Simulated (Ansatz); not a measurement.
`[SiH3]O[AsH2]` + `C=C[SiH3]` → `C=C[SiH2][AsH2]` + `O[SiH3]`  (formal exchange of groups at the As–O bond)

Gas-phase electronic energies from Ansatz, PBE0-D4/def2-TZVP geometries. CBS: MP2 limit from def2 TZ/QZ plus the TZ coupled-cluster correction, frozen cores. Functionals use def2-TZVPP. B3LYP here is the variant with VWN-RPA as its local correlation; programs differ in this. For As outer-core shells are correlated without core-valence functions, which leaves a few kJ/mol of doubt a bond. Scalar relativity is left out up to krypton. One conformer a species, not always the lowest.

`[SiH3]O[AsH2]`:

Cartesian coordinates in Å:
```
Si -0.111 1.119 0.712
O -0.459 -0.126 -0.304
As 0.647 -1.479 -0.722
H 1.082 1.876 0.245
H 0.163 0.627 2.091
H -1.298 2.007 0.724
H -0.390 -2.585 -0.524
H 0.366 -1.439 -2.223
```

`C=C[SiH3]`:

Cartesian coordinates in Å:
```
C 1.311 -0.120 0.806
C 0.643 -0.059 -0.342
Si -1.207 0.110 -0.432
H 0.804 -0.072 1.766
H 2.393 -0.219 0.842
H 1.210 -0.112 -1.270
H -1.590 1.352 -1.159
H -1.756 0.159 0.949
H -1.809 -1.039 -1.161
```

`C=C[SiH2][AsH2]`:

Z-matrix (Å, degrees):
```
Si
C 1 1.857
As 1 2.369 2 113.9
H 1 1.488 2 108.8 3 -120.5
H 1 1.489 2 110.8 3 119.5
C 2 1.331 1 123.1 3 115.0
H 2 1.089 1 118.5 3 -63.5
H 3 1.523 1 91.9 2 48.7
H 3 1.523 1 92.2 2 -43.6
H 6 1.087 2 121.7 1 1.3
H 6 1.086 2 122.2 1 -178.8
```

`O[SiH3]`:

Z-matrix (Å, degrees):
```
Si
O 1 1.648
H 1 1.489 2 111.7
H 1 1.489 2 111.7 3 120.9
H 1 1.481 2 105.9 3 -119.6
H 2 0.957 1 117.9 3 -60.5
```

```json
{"level": "PBE-D4", "ΔE (kcal/mol)": "-16.3", "difference from CCSD(T)/CBS": "-1.2"}
{"level": "r2SCAN-D4", "ΔE (kcal/mol)": "-15.5", "difference from CCSD(T)/CBS": "-0.4"}
{"level": "PBE0-D4", "ΔE (kcal/mol)": "-16.8", "difference from CCSD(T)/CBS": "-1.7"}
{"level": "B3LYP-D4", "ΔE (kcal/mol)": "-13.0", "difference from CCSD(T)/CBS": "2.1"}
{"level": "ωB97X-V", "ΔE (kcal/mol)": "-12.9", "difference from CCSD(T)/CBS": "2.2"}
{"level": "ωB97M-V", "ΔE (kcal/mol)": "-13.7", "difference from CCSD(T)/CBS": "1.4"}
{"level": "B2PLYP", "ΔE (kcal/mol)": "-12.9", "difference from CCSD(T)/CBS": "2.2"}
{"level": "PBE", "ΔE (kcal/mol)": "-16.0", "difference from CCSD(T)/CBS": "-0.9"}
{"level": "r2SCAN", "ΔE (kcal/mol)": "-15.3", "difference from CCSD(T)/CBS": "-0.2"}
{"level": "PBE0", "ΔE (kcal/mol)": "-16.5", "difference from CCSD(T)/CBS": "-1.4"}
{"level": "B3LYP", "ΔE (kcal/mol)": "-12.5", "difference from CCSD(T)/CBS": "2.6"}
{"level": "HF/def2-TZVPP", "ΔE (kcal/mol)": "-9.8", "difference from CCSD(T)/CBS": "5.3"}
{"level": "MP2/def2-TZVPP", "ΔE (kcal/mol)": "-15.0", "difference from CCSD(T)/CBS": "0.1"}
{"level": "SCS-MP2/def2-TZVPP", "ΔE (kcal/mol)": "-12.3", "difference from CCSD(T)/CBS": "2.8"}
{"level": "CCSD/def2-TZVPP", "ΔE (kcal/mol)": "-13.5", "difference from CCSD(T)/CBS": "1.6"}
{"level": "CCSD(T)/def2-TZVPP", "ΔE (kcal/mol)": "-13.9", "difference from CCSD(T)/CBS": "1.2"}
{"level": "HF/def2-QZVPP", "ΔE (kcal/mol)": "-9.2", "difference from CCSD(T)/CBS": "5.9"}
{"level": "MP2/def2-QZVPP", "ΔE (kcal/mol)": "-15.5", "difference from CCSD(T)/CBS": "-0.4"}
{"level": "SCS-MP2/def2-QZVPP", "ΔE (kcal/mol)": "-12.8", "difference from CCSD(T)/CBS": "2.3"}
{"level": "HF/CBS(def2)", "ΔE (kcal/mol)": "-9.1", "difference from CCSD(T)/CBS": "6.0"}
{"level": "MP2/CBS(def2)", "ΔE (kcal/mol)": "-16.2", "difference from CCSD(T)/CBS": "-1.1"}
{"level": "CCSD/CBS(def2)", "ΔE (kcal/mol)": "-14.7", "difference from CCSD(T)/CBS": "0.4"}
{"level": "CCSD(T)/CBS", "ΔE (kcal/mol)": "-15.1", "difference from CCSD(T)/CBS": "0"}
```

Largest T1 diagnostic among the species: 0.012.

In def2-TZVPP, CCSD(T) changes the Hartree–Fock value by −4.1 kcal/mol (the triples alone add −0.4 kcal/mol) and MP2 by −5.2 kcal/mol.
